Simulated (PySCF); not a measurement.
C₂H₂Cl₂, SMILES Cl/C=C/Cl. Atoms are numbered in the order given.

```xyz
6

Cl    -0.0505     2.1576     0.0000
C      0.4457     0.4977     0.0000
C     -0.4457    -0.4977     0.0000
Cl     0.0505    -2.1576     0.0000
H      1.5256     0.3421     0.0000
H     -1.5256    -0.3421     0.0000
```
Charge 0, spin multiplicity 1.

The structure is a stationary point at TPSSh-D3(BJ)/def2-SVP.

Calculation: PySCF with PBE/pcJ-1.

Isotropic couplings with Fermi-contact, spin-dipole and both spin-orbit terms, one fixed conformer, no vibrational averaging. Isotopes: 13C, 1H.

Computed spin–spin coupling constants:
```
pair   bonds apart  J (Hz)
-----  -----------  ------
C2–C3            1    93.0
C2–H5            1   193.3
C3–H6            1   193.3
C2–H6            2     2.7
C3–H5            2     2.7
H5–H6            3    12.4
```
